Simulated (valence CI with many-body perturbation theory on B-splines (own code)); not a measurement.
Values are calculated unless marked as measured or tabulated.
# W LX: what the settings do

Method: configuration interaction combined with many-body perturbation theory (CI+MBPT): five valence electrons over a frozen Dirac-Fock core [Ne], a basis of 6 s, 6 p, 5 d, 3 f, 1 g functions for each j, with the one-electron correlation potential Σ1, the two-electron term Σ2, the three-electron term Σ3, Breit, model QED; selected CI, second order for the rest, scaled by the run's own slope (own B-spline code, finite nucleus).

The last digits are not significant, and no measured levels were compared; by estimate large intervals hold to a few tenths of a per cent, small ones and those within an open d or f shell to about a per cent. Among the levels kept, up to 710 cm⁻¹ of a level comes from second order outside the variational space, and about a tenth of that is noise between levels of different J, which matters for small intervals.

The reference run has the lowest level (3s^2 3p1/2^2 3p3/2) J=3/2 and an ionisation energy of 6104.27 eV. Its largest variational space holds 10000 state functions.

Levels are named by their leading jj configuration (3d3/2^4 stands for four electrons in 3d with j = 3/2), which in mixed levels can hold well under half, so a name can repeat and another be missing. Letters in brackets count levels of one name in rising energy.

Changed runs:
A. correlating orbitals by l 3 3 3 2 1 → 4 4 3 0 0
B. scale of Σ1 1 → 0
C. size limit of the variational space 10000 → 3000; second order for the rest on → off
D. start configuration 3s2 3p3 → 3s2 3p4 (bad on purpose)

Excitation energies of the reference run in cm⁻¹, and shifts in cm⁻¹:

| Level | Reference | A | B | C |
| --- | --- | --- | --- | --- |
| (3s^2 3p1/2^2 3d3/2) J=3/2 | 1852460 | +2119 | +2034 | +1320 |
| (3s^2 3p1/2^2 3d5/2) J=5/2 | 2613830 | +2397 | +750 | +1471 |
| (3s^2 3p1/2 3p3/2^2) J=3/2 | 2752940 | -639 | -1488 | +338 |
| (3s^2 3p1/2 3p3/2^2) J=5/2 | 2848260 | +192 | -1489 | +263 |
| (3s^2 3p1/2 3p3/2^2) J=1/2 | 2972210 | +421 | -1497 | -547 |
| (3s 3p1/2^2 3p3/2^2) J=5/2 | 4159650 | -691 | +666 | +2207 |
| (3s 3p1/2^2 3p3/2^2) J=3/2 | 4399680 | +294 | +627 | +1980 |
| (3s 3p1/2^2 3p3/2^2) J=1/2 | 4415340 | +128 | +642 | +391 |
| (3s^2 3p1/2 3p3/2 3d3/2) J=5/2 [a] | 4584680 | +1405 | +542 | +2712 |
| (3s^2 3p1/2 3p3/2 3d3/2) J=1/2 [a] | 4611130 | +809 | +536 | +454 |
| (3s^2 3p1/2 3p3/2 3d3/2) J=3/2 [a] | 4613140 | +1014 | +557 | +2127 |
| (3s^2 3p1/2 3p3/2 3d3/2) J=7/2 | 4684200 | +2462 | +523 | +1973 |
| Ionisation energy (eV) | 6104.27 | -0.23 | -0.96 | -0.12 |

Run D: It gave no result: the electrons of core and valence do not add up to the charge. The program said: "core and valence hold 16 electrons, the ion has 15".
